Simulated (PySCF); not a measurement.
**Electron correlation in Ga³⁺ (gallium, charge +3)**

[Ar] 3d10, closed-shell 1S. All numbers are calculated (PySCF 2.14, scalar relativity by spin-free X2C-1e, in x2c-QZVPPall (11s7p5d4f1g, 94 functions)). Frozen: [Ne]; 18 electrons correlated.

```json
{"level": "CCSD", "correlation energy (mhartree)": "-647.96"}
{"level": "(T)", "correlation energy (mhartree)": "-8.44"}
{"level": "CCSD(T)", "correlation energy (mhartree)": "-656.40"}
```

Diagnostics: T1 = 0.0056, D1 = 0.0102, largest double amplitude 0.011.

Cost of the coupled-cluster step: roughly 29 core-seconds, for 18 correlated electrons.

Iterations:

```
CC2 = 0
CCSD nocc = 9, nmo = 89
frozen orbitals [0, 1, 2, 3, 4]
max_cycle = 100
direct = 0
conv_tol = 1e-08
conv_tol_normt = 1e-06
diis_space = 8
diis_start_cycle = 0
Init t2, MP2 energy = -1940.96269395081  E_corr(MP2) -0.713283254266518
Init E_corr(CCSD) = -0.713283254331645
cycle = 1  E_corr(CCSD) = -0.626716215541275  dE = 0.0865670388  norm(t1,t2) = 0.0392218
cycle = 2  E_corr(CCSD) = -0.652839683747218  dE = -0.0261234682  norm(t1,t2) = 0.0143385
cycle = 3  E_corr(CCSD) = -0.64818194270645  dE = 0.00465774104  norm(t1,t2) = 0.00651656
cycle = 4  E_corr(CCSD) = -0.647822116863357  dE = 0.000359825843  norm(t1,t2) = 0.000387553
cycle = 5  E_corr(CCSD) = -0.647955347217649  dE = -0.000133230354  norm(t1,t2) = 0.000100466
cycle = 6  E_corr(CCSD) = -0.647960988238854  dE = -5.64102121e-06  norm(t1,t2) = 8.83679e-06
cycle = 7  E_corr(CCSD) = -0.647958988632572  dE = 1.99960628e-06  norm(t1,t2) = 3.31264e-06
cycle = 8  E_corr(CCSD) = -0.647958772878977  dE = 2.15753595e-07  norm(t1,t2) = 4.0534e-07
cycle = 9  E_corr(CCSD) = -0.647958788400559  dE = -1.5521582e-08  norm(t1,t2) = 4.24057e-08
cycle = 10  E_corr(CCSD) = -0.647958806757545  dE = -1.83569859e-08  norm(t1,t2) = 1.57359e-08
cycle = 11  E_corr(CCSD) = -0.647958805360048  dE = 1.39749701e-09  norm(t1,t2) = 5.87071e-09
CCSD converged
E(CCSD) = -1940.897369501899  E_corr = -0.6479588053600479
CCSD(T) correction = -0.00843571012889834
```

This basis was not built for core-valence correlation, so the inner-shell part is incomplete.
